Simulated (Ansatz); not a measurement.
Relaxation of Li₆Al₂ with RKS PBE-D4/def2-SVP.

```sh
$ ansatz run in.yaml --threads 4 --pin off --events-out ev --progress --plain --max-ram 3916MiB
```

```yaml
crystal:
  periodic: [false, false, false]
  atoms:
    - {symbol: Al, position_ang: [-2.483830, -1.289200, 0.074790]}
    - {symbol: Al, position_ang: [2.507370, 1.311960, -0.095020]}
    - {symbol: Li, position_ang: [1.075780, 1.065560, 2.011630]}
    - {symbol: Li, position_ang: [-0.507520, -2.917630, -0.519740]}
    - {symbol: Li, position_ang: [-1.076260, -1.197090, -2.066170]}
    - {symbol: Li, position_ang: [0.569210, 2.924170, 0.607820]}
    - {symbol: Li, position_ang: [-0.949110, 0.864770, 0.513740]}
    - {symbol: Li, position_ang: [0.864350, -0.762540, -0.527060]}
basis:
  gaussian: {orbitals: def2-SVP}
hamiltonian: {xc: pbe, dispersion: d4}
scf: {omitted_lower_state_checks: [starts]}
output: {orbitals: {seedname: orbitals}}
relax: {f_tol: 0.02, max_steps: 100}
```

Run time 12 s (4 threads of Intel Xeon 6975P-C on a shared host).

Positions (Å) and forces (eV/Å) at steps 1, 2, 3, 4, 5, 6, 7, 8, 9, 10, 11, 12, 13, 15 of 15:

```xyz
8
step=1 energy=-14402.8777 eV
Al   -2.484   -1.289    0.075    0.133    0.245    0.316
Al    2.507    1.312   -0.095   -0.079   -0.249   -0.320
Li    1.076    1.066    2.012    0.372   -0.801    1.130
Li   -0.508   -2.918   -0.520    0.141   -1.262    0.587
Li   -1.076   -1.197   -2.066   -0.412    0.696   -1.194
Li    0.569    2.924    0.608   -0.093    1.324   -0.481
Li   -0.949    0.865    0.514   -0.741   -0.102   -0.242
Li    0.864   -0.763   -0.527    0.677    0.149    0.205
8
step=2 energy=-14403.7250 eV
Al   -2.434   -1.260    0.111    0.234   -0.065    0.087
Al    2.467    1.281   -0.130   -0.185    0.057   -0.078
Li    1.130    0.968    2.159    0.088   -0.330    0.374
Li   -0.502   -3.098   -0.453   -0.029   -0.554    0.198
Li   -1.136   -1.113   -2.221   -0.128    0.297   -0.399
Li    0.573    3.112    0.555    0.062    0.571   -0.150
Li   -1.060    0.877    0.481   -0.169    0.239   -0.084
Li    0.962   -0.767   -0.503    0.127   -0.216    0.052
8
step=3 energy=-14404.1205 eV
Al   -2.285   -1.273    0.150    0.341   -0.064    0.133
Al    2.338    1.294   -0.159   -0.326    0.072   -0.044
Li    1.124    0.889    2.232   -0.037   -0.154    0.081
Li   -0.529   -3.289   -0.439   -0.058   -0.397    0.115
Li   -1.152   -1.043   -2.305   -0.077    0.170   -0.442
Li    0.614    3.302    0.556    0.113    0.289    0.011
Li   -1.077    1.004    0.439   -0.005    0.345    0.009
Li    0.967   -0.883   -0.474    0.048   -0.261    0.137
8
step=4 energy=-14404.4362 eV
Al   -2.091   -1.270    0.188    0.441    0.040    0.027
Al    2.178    1.304   -0.202   -0.378    0.025   -0.090
Li    1.098    0.832    2.264   -0.043   -0.151    0.206
Li   -0.556   -3.460   -0.426   -0.109   -0.145   -0.064
Li   -1.160   -1.008   -2.430    0.089    0.074    0.183
Li    0.667    3.451    0.594    0.110    0.301    0.004
Li   -1.078    1.158    0.431   -0.025    0.115   -0.213
Li    0.942   -1.007   -0.418   -0.084   -0.260   -0.053
8
step=5 energy=-14404.7040 eV
Al   -1.910   -1.262    0.261    0.377    0.088    0.039
Al    1.987    1.306   -0.240   -0.396   -0.061   -0.057
Li    1.050    0.782    2.308   -0.170   -0.079   -0.183
Li   -0.604   -3.564   -0.470   -0.109   -0.092   -0.067
Li   -1.131   -0.957   -2.410    0.108    0.071    0.226
Li    0.707    3.578    0.623    0.107    0.101    0.088
Li   -1.042    1.256    0.329    0.049    0.044   -0.120
Li    0.943   -1.139   -0.401    0.035   -0.073    0.073
8
step=6 energy=-14404.9469 eV
Al   -1.743   -1.234    0.337    0.281    0.101    0.080
Al    1.807    1.295   -0.316   -0.291   -0.083   -0.086
Li    0.952    0.727    2.238   -0.184   -0.094   -0.156
Li   -0.654   -3.617   -0.508   -0.098   -0.025   -0.045
Li   -1.065   -0.900   -2.331    0.121    0.084    0.200
Li    0.755    3.632    0.689    0.078    0.029    0.057
Li   -1.034    1.332    0.242   -0.045    0.041   -0.083
Li    0.981   -1.234   -0.351    0.139   -0.052    0.033
8
step=7 energy=-14405.1724 eV
Al   -1.576   -1.185    0.425    0.237    0.069    0.074
Al    1.647    1.261   -0.392   -0.207   -0.062   -0.101
Li    0.824    0.652    2.155   -0.171   -0.103   -0.066
Li   -0.706   -3.628   -0.532   -0.094    0.055   -0.009
Li   -0.979   -0.829   -2.235    0.120    0.091    0.162
Li    0.796    3.642    0.723    0.068   -0.031    0.007
Li   -1.087    1.412    0.191   -0.147    0.074   -0.049
Li    1.080   -1.324   -0.336    0.194   -0.092   -0.018
8
step=8 energy=-14405.3871 eV
Al   -1.406   -1.126    0.500    0.253    0.038    0.025
Al    1.491    1.206   -0.463   -0.223   -0.063   -0.056
Li    0.695    0.576    2.094   -0.146   -0.056   -0.084
Li   -0.762   -3.603   -0.538   -0.092    0.110    0.024
Li   -0.878   -0.747   -2.144    0.117    0.084    0.101
Li    0.836    3.619    0.723    0.071   -0.116   -0.019
Li   -1.197    1.500    0.177   -0.174    0.100    0.015
Li    1.221   -1.424   -0.351    0.194   -0.097   -0.007
8
step=9 energy=-14405.5860 eV
Al   -1.238   -1.073    0.532    0.218    0.026   -0.046
Al    1.317    1.139   -0.523   -0.265   -0.084   -0.006
Li    0.597    0.538    2.052   -0.072    0.030    0.001
Li   -0.818   -3.552   -0.530   -0.080    0.129    0.026
Li   -0.771   -0.674   -2.085    0.126    0.052    0.048
Li    0.882    3.557    0.710    0.068   -0.139   -0.042
Li   -1.329    1.578    0.204   -0.151    0.072    0.049
Li    1.359   -1.514   -0.360    0.156   -0.086   -0.030
8
step=10 energy=-14405.7527 eV
Al   -1.093   -1.025    0.516    0.188    0.049   -0.051
Al    1.138    1.063   -0.537   -0.237   -0.089    0.052
Li    0.549    0.558    2.070   -0.032    0.076    0.053
Li   -0.869   -3.491   -0.524   -0.066    0.104    0.015
Li   -0.680   -0.639   -2.077    0.102    0.005   -0.042
Li    0.927    3.487    0.680    0.055   -0.135   -0.054
Li   -1.439    1.626    0.254   -0.117    0.041    0.069
Li    1.467   -1.580   -0.381    0.108   -0.052   -0.043
8
step=11 energy=-14405.8852 eV
Al   -0.946   -0.964    0.483    0.092   -0.011   -0.023
Al    0.964    0.980   -0.506   -0.099    0.006    0.051
Li    0.520    0.616    2.132   -0.029    0.066    0.060
Li   -0.918   -3.429   -0.520   -0.047    0.098    0.016
Li   -0.605   -0.648   -2.128    0.055   -0.030   -0.073
Li    0.968    3.412    0.641    0.035   -0.117   -0.056
Li   -1.534    1.663    0.322   -0.078    0.017    0.067
Li    1.552   -1.630   -0.425    0.071   -0.029   -0.043
8
step=12 energy=-14405.9102 eV
Al   -0.790   -0.928    0.475   -0.166   -0.289    0.029
Al    0.825    0.925   -0.463    0.143    0.273   -0.049
Li    0.413    0.727    2.237    0.063    0.016    0.012
Li   -1.010   -3.332   -0.526    0.004    0.030    0.007
Li   -0.485   -0.721   -2.218   -0.032    0.007    0.011
Li    1.029    3.324    0.557   -0.002   -0.031   -0.006
Li   -1.643    1.682    0.480    0.032   -0.021   -0.055
Li    1.660   -1.678   -0.543   -0.041    0.015    0.052
8
step=13 energy=-14405.9315 eV
Al   -0.818   -0.971    0.477   -0.059   -0.027    0.064
Al    0.832    0.966   -0.473    0.060    0.031   -0.055
Li    0.465    0.712    2.207    0.003    0.003    0.009
Li   -1.020   -3.351   -0.546    0.009    0.007   -0.012
Li   -0.501   -0.700   -2.195    0.007   -0.004   -0.014
Li    1.033    3.344    0.563   -0.011   -0.009    0.008
Li   -1.628    1.650    0.445   -0.005   -0.002    0.003
Li    1.637   -1.649   -0.478   -0.003    0.002   -0.003
8
step=15 energy=-14405.9338 eV
Al   -0.837   -0.973    0.494   -0.002    0.002    0.006
Al    0.840    0.972   -0.492    0.004   -0.003   -0.004
Li    0.487    0.710    2.197   -0.003    0.000   -0.002
Li   -1.017   -3.348   -0.565    0.001    0.004   -0.001
Li   -0.495   -0.706   -2.193    0.004   -0.002   -0.001
Li    1.022    3.346    0.569   -0.002   -0.003   -0.001
Li   -1.625    1.647    0.445    0.001    0.000    0.004
Li    1.626   -1.649   -0.455   -0.001    0.003   -0.003
```

The restricted singlet is unstable towards broken spin symmetry in Hartree–Fock (as tested in another run); at PBE-D4/def2-SVP this wasn't settled. The structure comes from a short search, and lower isomers may exist.
